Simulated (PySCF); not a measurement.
Species: C₄H₁₀Si.
InChI=1S/C4H10Si/c1-2-3-4-5/h2H,1,3-4H2,5H3

All values: PBE0/def2-SVPD (PySCF, non-relativistic), on one gas-phase PBE0-D3(BJ)/def2-SVP geometry that isn't relaxed in the solvent. The solvent is an IEF-PCM continuum (Bondi radii, 1.10 Å for H, scaled by 1.2), and excitations are vertical TDDFT with non-equilibrium linear response and a frozen core. Specific hydrogen bonds and non-electrostatic terms are outside this model.

Gas-phase singlets (H = HOMO, L = LUMO):

| state | E (eV) | λ (nm) | f | leading configurations |
| --- | --- | --- | --- | --- |
| S1 | 6.990 | 177 | 0.113 | H→L+1 55%, H→L 36% |
| S2 | 7.278 | 170 | 0.391 | H→L 49%, H→L+1 26%, H-1→L 12% |
| S3 | 7.563 | 164 | 0.021 | H-1→L 57%, H→L+4 15%, H→L+3 11% |
| S4 | 7.596 | 163 | 0.057 | H→L+2 21%, H→L+3 20%, H-1→L 20% |
| S5 | 7.698 | 161 | 0.001 | H→L+5 38%, H→L+3 31%, H→L+6 19% |

Task: Give the list for chloroform (ε = 4.711), n² = 2.09.

Result: 
```csv
state,E (eV),λ (nm),f,leading configurations,change by rank (eV)
S1,6.991,177,0.402,"H→L 71%, H→L+1 21%",+0.001
S2,7.179,173,0.265,"H→L+1 58%, H→L 20%",-0.099
S3,7.483,166,0.027,H-1→L 83%,-0.080
S4,7.593,163,0.049,"H→L+3 36%, H→L+4 23%, H→L+2 20%",-0.003
S5,7.813,159,0.004,"H→L+6 50%, H→L+3 23%, H→L+2 11%",+0.115
```

Task: What are the lowest 5 singlets in dimethylsulfoxide (ε = 46.83)?

Result: 
```json
{"state": "S1", "E (eV)": "7.003", "λ (nm)": "177", "f": "0.477", "leading configurations": "H→L 78%, H→L+1 15%", "change by rank (eV)": "+0.013"}
{"state": "S2", "E (eV)": "7.190", "λ (nm)": "172", "f": "0.198", "leading configurations": "H→L+1 63%, H→L 13%", "change by rank (eV)": "-0.088"}
{"state": "S3", "E (eV)": "7.460", "λ (nm)": "166", "f": "0.033", "leading configurations": "H-1→L 82%", "change by rank (eV)": "-0.103"}
{"state": "S4", "E (eV)": "7.606", "λ (nm)": "163", "f": "0.050", "leading configurations": "H→L+3 39%, H→L+2 20%, H→L+4 19%", "change by rank (eV)": "+0.010"}
{"state": "S5", "E (eV)": "7.862", "λ (nm)": "158", "f": "0.007", "leading configurations": "H→L+6 47%, H→L+3 23%, H→L+2 17%", "change by rank (eV)": "+0.164"}
```

Task: How do the frontier levels move from gas to dimethylsulfoxide?

Result: 
| orbital | gas (eV) | solvent (eV) | change (eV) |
| --- | --- | --- | --- |
| LUMO+2 | 1.14 | 1.18 | +0.04 |
| LUMO+1 | 0.56 | 0.70 | +0.14 |
| LUMO | 0.13 | 0.21 | +0.08 |
| HOMO | -7.48 | -7.43 | +0.05 |
| HOMO-1 | -8.72 | -8.56 | +0.16 |
| HOMO-2 | -9.32 | -9.21 | +0.11 |
| HOMO-3 | -9.41 | -9.34 | +0.07 |

The HOMO–LUMO gap goes from 7.61 to 7.63 eV.

Cost: about 50 s of CPU time on one thread; the machine was shared, so the figure is rough. This is the whole response run at PBE0/def2-SVPD in dimethylsulfoxide, SCF included.

Shape of the structure used: `[CH2:1]=[CH:2][CH2:3][CH2:4][SiH3:5]`: C1–C2–C3–C4 118°, C2–C3–C4–Si5 180°.
